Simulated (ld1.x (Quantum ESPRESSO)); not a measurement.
**Reading a pseudo-wave (carbon)**

Columns: radius, all-electron u(r) and pseudo u(r) of the 2s shell (level -13.75 eV) of carbon in the configuration [He] 2s2 2p2; PBE, scalar-relativistic, TM scheme, ld1.x (Quantum ESPRESSO) 7.5.

```
r (bohr)  all-electron   pseudo
   0.088        0.3161  -0.0488
   0.175        0.3356  -0.0996
   0.262        0.2218  -0.1556
   0.350        0.0540  -0.2201
   0.438       -0.1235  -0.2945
   0.525       -0.2872  -0.3780
   0.612       -0.4298  -0.4686
   0.700       -0.5498  -0.5614
   0.788       -0.6452  -0.6468
   0.875       -0.7164  -0.7162
   0.962       -0.7669  -0.7669
   1.050       -0.7996  -0.7996
   1.138       -0.8166  -0.8166
   1.225       -0.8207  -0.8207
   1.312       -0.8145  -0.8145
   1.400       -0.7999  -0.7999
   1.487       -0.7792  -0.7792
   1.575       -0.7534  -0.7534
   1.662       -0.7245  -0.7245
   1.750       -0.6929  -0.6929
   1.838       -0.6598  -0.6598
   1.925       -0.6263  -0.6263
   2.012       -0.5926  -0.5926
   2.100       -0.5588  -0.5588
   2.188       -0.5256  -0.5256
   2.275       -0.4936  -0.4936
```

How many radial nodes do the two functions have?

The all-electron 2s function has n − l − 1 = 1; the pseudo-wave has 0, since the states of the same l below it are removed with the core.

At about which radius was the pseudo-wave matched?

1.10 bohr. The columns agree to 0.0005 from 0.88 bohr on; several derivatives are matched, so the curves merge somewhat inside the radius.

Is the pseudo-wave norm-conserving?

Yes: the TM scheme keeps the norm inside the radius equal to the all-electron one, which fixes the energy derivative of the logarithmic derivative at the level.
